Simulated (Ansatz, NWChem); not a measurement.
A ladder of methods for C2HClFIn (SMILES C#[C][In]([F])[Cl])

C2HClFIn: 6 atoms, total charge 0, spin state singlet. SMILES: `C#[C][In]([F])[Cl]`. The shape is that of a PBE0-D4/def2-TZVP optimisation.

```tsv
atom	x (Å)	y (Å)	z (Å)
C	1.0883	0.3403	1.7008
C	0.4389	0.1201	0.7087
In	-0.6558	-0.2357	-0.9847
F	-1.7736	-1.8066	-1.1237
Cl	-0.7592	1.0495	-2.8809
H	1.6615	0.5324	2.5799
```

Each level gives the electronic atomisation energy (eV). The values are calculated. Electronic energies at fixed atoms, without zero-point motion or spin-orbit coupling.

| level | kind | program | value (eV) | CPU time (all runs) |
| --- | --- | --- | --- | --- |
| BLYP/def2-SVP (core potential) | GGA | Ansatz | 22.60 | 11 s |
| r2SCAN/def2-SVP (core potential) | meta-GGA | Ansatz | 23.03 | 30 s |
| BHLYP/def2-SVP (core potential) | global hybrid | Ansatz | 21.47 | 13 s |
| M06-2X/def2-SVP (core potential) | hybrid meta-GGA | NWChem | 23.02 | 51 s |
| CAM-B3LYP/def2-SVP (core potential) | range-separated hybrid | Ansatz | 22.74 | 13 s |
| wB97X/def2-SVP (core potential) | range-separated hybrid | Ansatz | 22.99 | 44 s |
| B2PLYP/def2-SVP (core potential) | double hybrid | Ansatz | 22.53 | 16 s |
| RPA@PBE0/def2-SVP (core potential) | RPA | Ansatz | 20.88 | 19 s |

The values span 20.88 to 23.03 eV. CPU times are rough (shared hosts, several kinds of processor and program).
